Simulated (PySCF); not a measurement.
Solvent effects on NMR parameters

Structure with atom numbers: `[CH3:1][C:2]#[C:3][C@@H:4]1[CH2:5][C:6]12[CH:7]=[CH:8][CH:9]=[CH:10]2` (H(Xn): hydrogen on atom n). Ha(C5) is cis to C3 on the ring; Hb(C5) is trans to C3 on the ring.

GIAO PBE0/pcSseg-1 in PySCF on one PBE0-D3(BJ)/def2-SVP conformer, non-relativistic, equivalent nuclei averaged. Solvents enter as an IEF-PCM continuum (benzene with ε = 2.3, chloroform with ε = 4.7) around the gas-phase geometry. Shifts are referred to TMS computed in the same medium.

Gas phase, δ in ppm: C10 146.7, C7 145.9, C9 138.1, C8 138.1, C3 85.6, C2 80.8, C6 46.5, C5 23.5, C4 18.0, C1 4.8, H(C9) 6.62, H(C10) 6.60, H(C8) 6.57, H(C7) 6.08. Dipole moment 1.05 D.

**Question.** How does each δ change in the continuum?

**Answer.** 
| atoms | environment | Δδ, benzene | Δδ, chloroform |
| --- | --- | --- | --- |
| C10 | alkene CH | +0.8 | +1.2 |
| C7 | alkene CH | +1.4 | +2.3 |
| C9 | alkene CH | +0.4 | +0.7 |
| C8 | alkene CH | +0.1 | +0.1 |
| C3 | alkyne carbon | +0.1 | +0.2 |
| C2 | alkyne carbon | +1.3 | +2.1 |
| C6 | three-membered-ring carbon | +1.0 | +1.6 |
| C5 | three-membered-ring carbon | +0.6 | +1.0 |
| C4 | three-membered-ring carbon | +0.4 | +0.6 |
| C1 | propargylic methyl carbon | -0.1 | -0.1 |
| H(C9) | hydrogen on an alkene CH | +0.07 | +0.12 |
| H(C10) | hydrogen on an alkene CH | +0.08 | +0.12 |
| H(C8) | hydrogen on an alkene CH | +0.07 | +0.11 |
| H(C7) | hydrogen on an alkene CH | +0.14 | +0.24 |

Changes are relative to the gas phase. The dipole moment becomes 1.20 D in benzene, 1.30 D in chloroform.

**Question.** Which nuclei move most (in ppm), and what does the model miss?

**Answer.** C7 (alkene CH, +2.3 ppm) in chloroform. A continuum only polarises the solute; specific hydrogen bonds, the anisotropy of aromatic solvents and changes of geometry or conformer are outside it.
